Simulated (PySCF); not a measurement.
From one molecule to another.

First species: C₄H₁₁NSi₃.
SMILES: `CC[Si@@H]1C[SiH2][Si@@H]1C#N`

Second species: C4H11NSi3.
Structure used (GFN2-xTB), in Å, numbered top down from 1:
```
atom  x, y, z in Å
C1     2.2887    0.9609    0.1850
Si2    1.9967   -0.6930   -0.6980
Si3   -0.2673   -1.1328   -0.8922
C4    -1.3120    0.2176   -1.7973
Si5   -2.2049    0.7737   -0.1995
C6    -1.3540   -0.7218    0.6864
C7    -0.6314   -0.3901    1.8480
N8    -0.0054   -0.0836    2.7619
H9     1.8835    0.9338    1.1929
H10    1.8108    1.7839   -0.3410
H11    3.3481    1.1901    0.2605
H12    2.6053   -0.6259   -2.0387
H13    2.6982   -1.7619    0.0229
H14   -0.6686   -2.4797   -1.3441
H15   -0.7309    0.9932   -2.2900
H16   -1.9858   -0.1809   -2.5515
H17   -1.7586    2.0643    0.3196
H18   -3.6652    0.6802   -0.2009
H19   -2.0569   -1.5188    0.9301
```

Levels: PBE0/pcSseg-1 for dipole moment, HOMO energy, LUMO energy and HOMO–LUMO gap; GFN2-xTB for rotational constant A and rotational constant C. Geometries: GFN2-xTB. Each structure is a single optimised conformer of the isolated species, non-relativistic unless stated. Electronic properties by PySCF.

Dipoles, sizes and rotational constants follow the conformer. The torsions of the flexible species, by atom-mapped SMILES:
- `[CH3:1][CH2:2][Si@@H:3]1[CH2:4][SiH2:5][Si@@H:6]1[C:7]#[N:8]`: C1–C2–Si3–C4 167°
- `[CH3:1][SiH2:2][Si@@H:3]1[CH2:4][SiH2:5][C@@H:6]1[C:7]#[N:8]`: C1–Si2–Si3–C4 57°

```
             property   column X   column Y
        dipole moment     4.16 D     4.08 D
          HOMO energy   -7.88 eV   -7.82 eV
          LUMO energy   -0.93 eV   -1.40 eV
        HOMO–LUMO gap    6.95 eV    6.42 eV
rotational constant A  1.457 GHz  1.256 GHz
rotational constant C  0.752 GHz  0.663 GHz
```

Task: Which column belongs to which species?

Result: Column X is the second species and column Y the first. The first has 19 atoms and 84 electrons, the second 19 and 84.

Task: How does each property change from the first species to the second?

Result: dipole moment +0.08 D; HOMO energy -0.06 eV; LUMO energy +0.47 eV; HOMO–LUMO gap +0.53 eV; rotational constant A +0.201 GHz; rotational constant C +0.089 GHz.

On the first: The dipole equals about 13.6 × 10⁻³⁰ C·m (1 D = 3.33564 × 10⁻³⁰ C·m).

On the second: The dipole equals about 13.9 × 10⁻³⁰ C·m (1 D = 3.33564 × 10⁻³⁰ C·m).
